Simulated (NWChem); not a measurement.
System: thionyl fluoride (SOF2); SMILES FS(=O)F

All runs: NWChem. Pople sets run with spherical d functions. Each level has its own optimisation. Entropies are gas-phase, rigid-rotor, harmonic values for NWChem's default masses at 298.15 K and 1 bar, so the errors hold that model's part too (torsions, anharmonicity).

Measured entropy at 1 bar: 66.6 cal/(mol K) (CRC Handbook, as tabulated in the package chemicals).

Which of these levels lies farthest from the measured value, and how do the others fare: Hartree-Fock/6-31G*; BLYP/def2-SVP; PBE0/def2-SVP; PBE/def2-SVP; Hartree-Fock/3-21G; LDA (Slater exchange, VWN5)/def2-SVP; Hartree-Fock/STO-3G; B3LYP/6-31G*?

Hartree-Fock/STO-3G.
```json
[
 {"level": "Hartree-Fock/STO-3G", "entropy at 1 bar (cal/(mol K))": "68.5", "computed − measured": "+1.9"},
 {"level": "Hartree-Fock/3-21G", "entropy at 1 bar (cal/(mol K))": "67.1", "computed − measured": "+0.5"},
 {"level": "Hartree-Fock/6-31G*", "entropy at 1 bar (cal/(mol K))": "66.1", "computed − measured": "-0.5"},
 {"level": "B3LYP/6-31G*", "entropy at 1 bar (cal/(mol K))": "67.2", "computed − measured": "+0.6"},
 {"level": "LDA (Slater exchange, VWN5)/def2-SVP", "entropy at 1 bar (cal/(mol K))": "67.3", "computed − measured": "+0.7"},
 {"level": "PBE/def2-SVP", "entropy at 1 bar (cal/(mol K))": "67.6", "computed − measured": "+1.0"},
 {"level": "BLYP/def2-SVP", "entropy at 1 bar (cal/(mol K))": "67.9", "computed − measured": "+1.3"},
 {"level": "PBE0/def2-SVP", "entropy at 1 bar (cal/(mol K))": "66.9", "computed − measured": "+0.3"}
]
```
